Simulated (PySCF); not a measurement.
C2H11BO4Si2, SMILES C[SiH](C)O[SiH2]OB(O)O (GFN2-xTB optimised geometry):

```
20

Si    -0.872    -0.173     0.000
C      1.028    -0.173     0.000
C     -1.545    -1.221    -1.434
O     -1.390    -0.804     1.412
Si    -1.963    -1.994     2.333
O     -1.885    -1.374     3.823
B     -2.180    -1.745     5.080
O     -2.694    -2.975     5.332
O     -1.966    -0.894     6.122
H     -1.426     1.185     0.000
H      1.424    -1.185     0.028
H      1.420     0.352     0.866
H      1.426     0.311    -0.887
H     -1.181    -2.244    -1.376
H     -1.253    -0.820    -2.399
H     -2.630    -1.263    -1.408
H     -1.084    -3.156     2.230
H     -3.353    -2.247     1.964
H     -2.866    -3.132     6.261
H     -1.604    -0.046     5.868
```

Method: B3LYP/def2-SVP (PySCF 2.14.0).

Q: What are the frontier orbital energies and the dipole moment?

A: HOMO-2 -8.55 eV, HOMO-1 -8.12 eV, HOMO -7.82 eV, LUMO 1.00 eV, LUMO+1 1.35 eV; dipole moment 0.71 D.

On the same geometry PySCF with PBE/def2-SVP gives HOMO-2 -7.16 eV, HOMO-1 -6.93 eV, HOMO -6.62 eV, LUMO 0.39 eV, LUMO+1 0.76 eV; dipole moment 0.72 D.

Meta-Löwdin charges at B3LYP/def2-SVP: Si1 1.01, C2 -0.55, C3 -0.55, O4 -0.81, Si5 1.12, O6 -0.61, B7 0.54, O8 -0.51, O9 -0.51, H10 -0.14, H11 0.11, H12 0.11, H13 0.11, H14 0.11, H15 0.11, H16 0.11, H17 -0.15, H18 -0.15, H19 0.33, H20 0.33.
